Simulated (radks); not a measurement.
Values are calculated unless marked as measured or tabulated.
Pb III, 80 electrons, occupied as [Kr] 4d10 4f14 5s2 5p5.75 5d10 6s2 6p0.25 (fractional occupations, a model configuration).

Code: a radial shooting solver on a logarithmic mesh with Libxc functionals. Model: scalar-relativistic Kohn-Sham, PBE, spin-unpolarised, spherical densities, finite nucleus; Fermi nuclear charge, rms radius 5.5012 fm.

Energy parts (eV):
part                       energy
total                  -568024.99
kinetic                 641552.35
electron-nucleus      -1416313.56
Hartree                 217232.97
exchange-correlation    -10496.75

Orbitals (lengths in bohr, moments of r in powers of bohr):
| orbital | occ. | eigenvalue (eV) | <1/r> | <r^2> | <r> |
|---|---|---|---|---|---|
| 1s | 2 | -88093.56 | 101.3 | 0.0003575 | 0.01606 |
| 2s | 2 | -15773.74 | 23.79 | 0.005422 | 0.06762 |
| 2p | 6 | -13538.86 | 20.91 | 0.004618 | 0.06143 |
| 3s | 2 | -3801.191 | 8.818 | 0.03487 | 0.1746 |
| 3p | 6 | -3159.965 | 7.979 | 0.03612 | 0.1765 |
| 3d | 10 | -2504.335 | 7.489 | 0.02993 | 0.1599 |
| 4s | 2 | -875.3538 | 3.797 | 0.1666 | 0.3843 |
| 4p | 6 | -665.0964 | 3.414 | 0.1909 | 0.4099 |
| 4d | 10 | -421.2376 | 3.070 | 0.2143 | 0.4309 |
| 5s | 2 | -162.8133 | 1.599 | 0.8146 | 0.8528 |
| 4f | 14 | -152.0051 | 2.676 | 0.2464 | 0.4536 |
| 5p | 5.75 | -104.4668 | 1.368 | 1.071 | 0.9747 |
| 5d | 10 | -39.3270 | 1.022 | 1.900 | 1.281 |
| 6s | 2 | -28.1415 | 0.5926 | 5.218 | 2.156 |
| 6p | 0.25 | -17.6583 | 0.4573 | 8.505 | 2.748 |

The highest occupied level is 6p at -17.658 eV. The electron density at the nucleus is 2.956e+06 e/bohr^3 (large components only).
